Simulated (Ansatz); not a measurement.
Basis sets compared for `c1csc(-c2ccc(-c3ccc(-c4ccc(-c5cccs5)s4)s3)s2)c1`. The state is a singlet with charge 0. Geometry PBE-D4/def2-SVP. Ansatz on 2 threads of AMD EPYC 7R13 on a shared host and a share (18 GiB) of an NVIDIA H100 80GB HBM3; times are rough, and most runs start from earlier orbitals.

Cartesian coordinates in Å:
```
C 5.153 3.833 -5.864
C 4.367 3.863 -7.001
S 2.815 3.147 -6.725
C 3.205 2.791 -5.053
C 2.241 2.138 -4.198
C 0.947 1.707 -4.492
C 0.288 1.104 -3.396
C 1.063 1.060 -2.235
C 0.730 0.531 -0.938
C 1.505 0.477 0.223
C 0.840 -0.117 1.320
C -0.461 -0.532 1.026
C -1.433 -1.167 1.878
C -2.727 -1.597 1.575
C -3.398 -2.191 2.668
C -2.636 -2.225 3.837
C -3.007 -2.746 5.133
C -4.282 -3.058 5.606
C -4.278 -3.562 6.936
C -3.008 -3.632 7.480
S -1.804 -3.093 6.360
S -1.066 -1.497 3.561
S -0.850 -0.170 -0.645
S 2.634 1.783 -2.528
C 4.497 3.225 -4.757
H 6.174 4.237 -5.827
H 4.611 4.268 -7.990
H 0.496 1.831 -5.487
H -0.735 0.705 -3.439
H 2.534 0.862 0.266
H 1.291 -0.247 2.314
H -3.165 -1.488 0.573
H -4.411 -2.611 2.611
H -5.190 -2.901 5.009
H -5.183 -3.858 7.484
H -2.709 -3.972 8.479
H 4.950 3.104 -3.763
```

Single mean-field runs in def2-SVP, def2-TZVP are fitted with def2-universal-jkfit.

Binding counts from free atoms (C triplet, S triplet, H doublet) in the same basis, without a counterpoise term.

| level | functions | energy (Eh) | HOMO (eV) | LUMO (eV) | binding per atom (eV) | wall time |
| --- | --- | --- | --- | --- | --- | --- |
| PBE-D4/def2-SVP | 430 | -2757.3930 | -4.47 | -2.77 | 5.43 | 13 s |
| PBE0-D4/def2-SVP | 430 | -2757.5909 | -5.24 | -2.26 | 5.28 | 13 s |

Question: Estimate the rows for PBE-D4/def2-TZVP (with forces), PBE0-D4/def2-TZVP.

Answer: 
```json
{"level": "PBE-D4/def2-TZVP (with forces)", "functions": "877", "energy (Eh)": "-2758.8993", "HOMO (eV)": "-4.50", "LUMO (eV)": "-2.86", "binding per atom (eV)": "5.36", "wall time": "23 s"}
{"level": "PBE0-D4/def2-TZVP", "functions": "877", "energy (Eh)": "-2759.0872", "HOMO (eV)": "-5.21", "LUMO (eV)": "-2.30", "binding per atom (eV)": "5.22", "wall time": "16 s"}
```
